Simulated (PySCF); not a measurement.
Species: C4H7F2O2Si (doublet state).
Geometry (GFN2-xTB, Å), atoms numbered from 1 in this order:
```
atom  x, y, z in Å
O1     0.755    1.021   -2.156
C2     0.053    1.080   -1.194
C3    -0.258    0.253   -0.058
Si4   -1.845   -0.725   -0.619
C5    -0.492    1.066    1.204
F6     0.637    1.774    1.552
O7     0.601   -0.885    0.243
C8     1.956   -0.737    0.117
F9     2.374   -1.097   -1.140
H10   -2.093   -1.646    0.485
H11   -1.494   -1.402   -1.858
H12   -2.934    0.240   -0.785
H13   -1.289    1.799    1.056
H14   -0.717    0.409    2.048
H15    2.438   -1.436    0.812
H16    2.301    0.293    0.282
```

The hyperfine couplings belong to this conformer and change with its torsions.

As a line formula: `O=[C][C@]([SiH3])(CF)OCF` [radical].

The calculation used PySCF 2.14.0, UKS B3LYP, pcH-1 on C F H O Si, non-relativistic, mean-field spin-orbit, GIAO. Isolated species at its GFN2-xTB geometry (one conformer only). The geometry wasn't refined by DFT: couplings that depend on bond lengths, twists or pyramidal angles can differ widely from those at the functional's own minimum. The SCF solution wasn't tested for stability.

Question: Where do the isotropic ENDOR lines of F9, F6, H15, H13, H16, H10/H11/H12 and H14 fall at 336.8 mT, to first order?

Answer: For S = 1/2 in fast tumbling each set of equivalent nuclei gives two lines, ν± = |νn ± a/2| to first order, with νn = g_N μN B/h and μN/h = 7.62259 MHz/T.

```tsv
nuclei	isotope	g_N	νn (MHz)	a_iso (MHz)	lower line (MHz)	upper line (MHz)
F9	19F	5.2577	13.50	15.18	5.91	21.09
F6	19F	5.2577	13.50	-1.15	12.92	14.07
H15	1H	5.5857	14.34	5.87	11.40	17.28
H13	1H	5.5857	14.34	2.36	13.16	15.52
H16	1H	5.5857	14.34	1.94	13.37	15.31
H10/H11/H12	1H	5.5857	14.34	1.67	13.51	15.17
H14	1H	5.5857	14.34	-0.90	13.89	14.79
```

Question: Which pairs are centred on the nuclear Larmor frequency, and which on half the coupling?

Answer: Centred on νn, since |a| < 2νn: F9, F6, H15, H13, H16, H10/H11/H12 and H14. No pair has |a| > 2νn.

Class means assume fast exchange of nuclei equivalent by connectivity; if that motion is slow, each nucleus keeps its own coupling. The three 1H nuclei of mean +1.7 MHz run from -0.4 to 5.1 MHz in the frozen geometry.

On one thread, Arm Neoverse V2 (aarch64), no GPU, shared host with 48 logical CPUs at a one-minute load of 10, this took 1.7 min of wall time (grids of density and orbitals included) and 1.2 GiB of memory at its peak.
